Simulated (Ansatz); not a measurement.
Harmonic frequencies (cm⁻¹) at PBE0-D4/def2-TZVP from Ansatz: 155, 207, 251, 397, 400, 558, 569, 579, 813, 1134, 1265, 1346, 1433, 1924, 3853.

Each molecule was computed in one conformer, which needn't be the lowest.

**Question.** Which molecule is it?
A. `C=N[SiH2]N`
B. `FC1OC1(F)F`
C. `OC(F)=C(F)F`
D. `CC1(S)OB1F`

**Answer.** C.
